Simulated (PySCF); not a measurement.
## Computed structure and properties of [Dy(H2CO)]3+

System: [Dy(H2CO)]3+ (singlet in the valence; each metal's 4f electrons, 9 of them, lie in its core potential, out of spins and levels); start: template (C2v). Method: PySCF 2.14.0, RKS PBE0, Dy lcecp-1-SVP with ECP55, O def2-SVP, C def2-SVP, H def2-SVP; non-relativistic Hamiltonian with scalar-relativistic core potentials where named; density fitting; no spin-orbit coupling.

Input of the relaxation:

```python
mol = gto.M(atom='''
Dy     0.00000     0.00000    -0.47293
O      0.00000     0.00000     1.97457
C      0.00000     0.00000     3.19457
H      0.94000    -0.00000     3.77457
H     -0.94000     0.00000     3.77457''',
    basis={'Dy': 'lcecp-1-SVP', 'O': 'def2-SVP', 'C': 'def2-SVP', 'H': 'def2-SVP'},
    ecp={'Dy': 'lcecp-1-SVP'},
    charge=3, spin=0)
mf = dft.RKS(mol, xc='PBE0')
mf.grids.atom_grid = (50, 194)  # f atoms: unpruned, at least (60, 302)
mf = mf.density_fit()  # fitting sets: Dy AutoAux, O def2-universal-JKFIT, C def2-universal-JKFIT, H def2-universal-JKFIT
mf.conv_tol = 1e-08; mf.max_cycle = 55
mf.kernel(dm0)  # dm0: converged density of the start geometry
# quasi-Newton relaxation in Cartesian coordinates to a largest gradient under 0.00045 Eh/bohr, steps kept in the point group
```

Run from Python with OMP_NUM_THREADS=2; the lines above give its settings. Where DIIS fails, smearing, a level shift and second-order steps follow.
It took 2.4 min on 2 threads of Intel(R) Xeon(R) Processor @ 2.50GHz (Skylake/Cascade Lake) (shared host), from the converged density of the start.

Course of the relaxation:

```tsv
step	energy above end (eV)	largest force component within the symmetry (eV/Å)
0	0.7914	4.552
1	0.3882	2.589
2	0.1594	3.977
3	0.0303	0.945
4	0.0033	0.302
5	0.0001	0.097
6	0.0000	0.019
7	0.0000	0.001
```

Relaxed geometry (C2v):

```xyz
5

Dy    0.0000    0.0000   -0.1815
O     0.0000    0.0000    1.8833
C     0.0000    0.0000    3.1525
H     0.9724    0.0000    3.6955
H    -0.9724    0.0000    3.6955
```

| contact | Å |
| --- | --- |
| Dy1–O2 (H2CO) | 2.065 |

On the finer grid (75, 302):

- HOMO: -25.36 eV
- LUMO: -19.58 eV
- Dipole about the centre of mass: 5.08 D
- Set of Mulliken populations of Dy1 outside the core potential: s 2.05, p 6.05, d 0.44, f 0.03
- D3(BJ) dispersion energy (not in the energies): -0.090 eV

```csv
atom,Mulliken (e),Löwdin (e),spin (e)
Dy1,2.44,2.29,0.00
O2,-0.37,-0.09,0.00
C3,0.41,0.54,0.00
H4,0.26,0.13,0.00
H5,0.26,0.13,0.00
```

The 4f levels lie in the core potential and are missing. Their spin isn't counted.

On the grid (50, 194), as all that follows. Harmonic modes: a minimum; lowest 257 cm⁻¹ (negative: unstable), highest 3161 cm⁻¹, zero-point energy 0.778 eV.

Taking off one H2CO (charge 0, singlet; the rest: singlet) in vacuum, both parts rigid, costs 6.51 eV; the small basis without counterpoise inflates it. Parting with an electron moved from the ligand to the metal can be far cheaper, even downhill.

Rigid scan of H2CO along the line from its metal:

(distance to O2 (Å), energy (eV)): (1.76, 1.348), (1.86, 0.508), (1.96, 0.108), (2.06, 0.000), (2.16, 0.080), (2.26, 0.275), (2.46, 0.829)

One start shape was tried, so this needn't be the lowest isomer.

An lcecp potential fixes the number of 4f electrons, so in runs with it no electron can move into or out of that shell.
